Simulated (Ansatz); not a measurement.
`CCB(F)S` + `CC(C)[O][Ge][F]` → `CC(C)OB(F)S` + `C[CH2][Ge][F]`  (redistribution)

Gas-phase electronic energies from Ansatz, PBE0-D4/def2-TZVP geometries. CBS: MP2 limit from def2 TZ/QZ plus the TZ coupled-cluster correction, frozen cores. Functionals use def2-TZVPP. B3LYP here is the variant with VWN-RPA as its local correlation; programs differ in this. For Ge outer-core shells are correlated without core-valence functions, which leaves a few kJ/mol of doubt a bond. Scalar relativity is left out up to krypton. Each species was taken in one conformer, which may not be the lowest.

| level | ΔE (kJ/mol) | difference from CCSD(T)/CBS |
| --- | --- | --- |
| PBE-D4 | 7.9 | 8.6 |
| r2SCAN-D4 | 5.0 | 5.7 |
| PBE0-D4 | 0.8 | 1.5 |
| B3LYP-D4 | 5.2 | 5.9 |
| ωB97X-V | 3.5 | 4.2 |
| ωB97M-V | 1.7 | 2.4 |
| B2PLYP | 3.6 | 4.3 |
| PBE | 5.7 | 6.4 |
| r2SCAN | 4.7 | 5.4 |
| PBE0 | -1.1 | -0.4 |
| B3LYP | 1.4 | 2.1 |
| HF/def2-TZVPP | -12.7 | -12.0 |
| MP2/def2-TZVPP | 3.8 | 4.5 |
| SCS-MP2/def2-TZVPP | 2.0 | 2.7 |
| CCSD/def2-TZVPP | -4.0 | -3.3 |
| CCSD(T)/def2-TZVPP | -0.3 | 0.4 |
| HF/def2-QZVPP | -12.9 | -12.2 |
| MP2/def2-QZVPP | 3.6 | 4.3 |
| SCS-MP2/def2-QZVPP | 1.4 | 2.1 |
| HF/CBS(def2) | -12.9 | -12.2 |
| MP2/CBS(def2) | 3.5 | 4.2 |
| CCSD/CBS(def2) | -4.3 | -3.6 |
| CCSD(T)/CBS | -0.7 | 0 |

Largest T1 diagnostic among the species: 0.014.

From PBE to PBE0 (25 % exact exchange), in def2-TZVPP and without D4, ΔE moves by −6.8 kJ/mol. The D4 term adds +3.8 kJ/mol with B3LYP and +2.0 kJ/mol with PBE0; it sums over pairs of atoms, weighted by their polarisabilities, and B3LYP, whose exchange is more repulsive, gets the larger term.
